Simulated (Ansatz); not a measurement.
(CaO)n off: binding per atom (eV) at several levels, gas phase, relaxed structures; Ansatz. Clusters are the lowest isomers that short searches found in that spin, judged at the geometry's level. Binding counts from free atoms in the multiplicity of their measured ground term, without zero-point energy. The structures are stationary points that may keep the symmetry of their start. Remarks come from the PBE and PBE0 runs and from stability tests at other levels; not every state was tested.

| species | state | geometry | PBE-D4/def2-SVP | PBE-D4/def2-TZVP | r2SCAN-D4/def2-TZVP | PBE0-D4/def2-SVP | PBE0-D4/def2-TZVP | remarks |
| --- | --- | --- | --- | --- | --- | --- | --- | --- |
| Ca4O3 | singlet | r2SCAN-D4/def2-SVP | 4.12 | 3.98 | 3.98 | 3.81 | 3.69 | restricted SCF unstable in HF |
| Ca6O5 (with an O–O bond) | singlet | PBE-D4/def2-SVP | 3.98 | 3.84 | 3.83 | 3.70 | 3.58 | restricted SCF unstable in HF |

**Question.** Estimate the rows for Ca2O3 (with an O–O bond) (singlet, r2SCAN-D4/def2-SVP geometry).

**Answer.** 
| species | state | geometry | PBE-D4/def2-SVP | PBE-D4/def2-TZVP | r2SCAN-D4/def2-TZVP | PBE0-D4/def2-SVP | PBE0-D4/def2-TZVP |
| --- | --- | --- | --- | --- | --- | --- | --- |
| Ca2O3 (with an O–O bond) | singlet | r2SCAN-D4/def2-SVP | 3.88 | 3.79 | 3.70 | 3.50 | 3.42 |
